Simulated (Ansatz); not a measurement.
Geometry optimisation, RHF/def2-SVP in Ansatz 0.2.0.

Input:

```yaml
crystal:
  periodic: [false, false, false]
  atoms:
    - { symbol: W, position_ang: [0.238866, -0.411446, -0.338285] }
    - { symbol: O, position_ang: [0.245096, -0.120737, 2.778655] }
    - { symbol: H, position_ang: [-0.6295, 0.002668, 3.123794] }
    - { symbol: Cl, position_ang: [2.471174, -0.597501, 0.250103] }
    - { symbol: Cl, position_ang: [-0.329894, 3.411243, -0.428402] }
    - { symbol: Cl, position_ang: [-1.893456, 0.095878, 0.328561] }
    - { symbol: Cl, position_ang: [-0.105864, -2.682222, -0.740379] }
    - { symbol: Cl, position_ang: [0.33323, 0.165321, -2.583241] }
    - { symbol: Cl, position_ang: [0.839193, 1.879513, 0.357002] }
    - { symbol: H, position_ang: [0.608655, 0.775083, 2.683694] }
basis:
  gaussian: { orbitals: def2-SVP }
hamiltonian:
  xc: hf
relax:
  f_tol: 0.03
  max_steps: 50
```

Command:

```bash
$ ansatz run input.yaml --threads 4 --pin off --max-ram 5120MiB --backend cpu --events-out ev --progress --plain --runs-dir out
```

Where does it end, and by what steps?

It converged. The force dipped under the threshold on the way, but the program's further checks kept it going. After 31 steps the energy has fallen by 1.421 eV; Cl9 moved furthest, 1.81 Å. Parted: W1–Cl9 (2.47 → 4.29 Å). Joined: W1–O2 (3.13 → 2.24 Å).

```
step  energy less start (eV)  largest force component (eV/Å)  accepted
   0                  0.0000                           2.571       yes
   2                 -0.5155                           2.041       yes
   4                 -0.7788                           1.648       yes
   6                 -1.1201                           0.756       yes
   8                 -1.2422                           0.326       yes
  10                 -1.3200                           0.889       yes
  12                 -1.3870                           0.681       yes
  14                 -1.4078                           0.273       yes
  16                 -1.4129                           0.080       yes
  18                 -1.4157                           0.101       yes
  20                 -1.4175                           0.165       yes
  22                 -1.4190                           0.021       yes
  24                 -1.4196                           0.028       yes
  26                 -1.4202                           0.142       yes
  28                 -1.4205                           0.086       yes
  30                 -1.4210                           0.014       yes
  31                 -1.4213                           0.020       yes
```

```xyz
10
Properties=species:S:1:pos:R:3
W 0.127 -0.631 -0.013
O -0.012 -0.536 2.220
H -0.168 -1.348 2.692
Cl 2.364 -0.189 0.344
Cl -0.449 4.629 -0.329
Cl -1.766 0.649 -0.052
Cl -0.271 -2.871 0.486
Cl 0.325 -0.785 -2.331
Cl 1.224 3.497 -0.371
H 0.403 0.102 2.786
```

Whether the end is a true minimum wasn't checked by a vibrational analysis.

The run took 110 s on 4 threads of Intel(R) Xeon(R) 6975P-C (Granite Rapids), with other jobs on the host, peak memory 0.71 GiB.
